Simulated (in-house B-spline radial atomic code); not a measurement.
Results of a calculation; reference values are marked as such.
C6 from the polarisability at imaginary frequency: Zn

PBE linear response of the closed shell [Ar] 3d10 4s2, from a B-spline radial code for spherical atoms; scalar-relativistic (spin-free one-electron X2C), finite nucleus, no spin-orbit coupling; shells from n = 2 respond.

The dispersion coefficient of two like species is C6 = (3/π) ∫ α(iu)² du from 0 to ∞.

| u (hartree) | α(iu) (bohr³) |
| --- | --- |
| 0 | 38.28 |
| 0.03 | 37.62 |
| 0.07 | 35 |
| 0.12 | 30.19 |
| 0.2 | 22.46 |
| 0.3 | 15.55 |
| 0.45 | 9.801 |
| 0.7 | 5.611 |
| 1 | 3.543 |
| 1.5 | 2.107 |
| 2.5 | 1.09 |
| 5 | 0.4227 |

Fit one oscillator, α(iu) = α(0)/(1 + u²/ω²), through u = 0.12 and estimate C6.

From α(0)/α(iu) − 1 = 38.28/30.19 − 1 = 0.2680, ω = u/√0.2680 = 0.2318 hartree (6.3 eV). London's formula gives C6 = (3/4) α(0)² ω = 0.75 × 38.28² × 0.2318 = 254.8 hartree·bohr⁶, and the oscillator holds f = α(0) ω² = 2.06 electrons, of a sum of oscillator strengths of 28.6.

How does that compare with the full integral?

The program's quadrature over all excitations gives C6 = 278.8, so the single oscillator is off by -8.6 %. At the last point the fit gives α = 0.0821 against 0.423: higher excitations, and deeper shells where there are any, keep the true curve higher at large u.
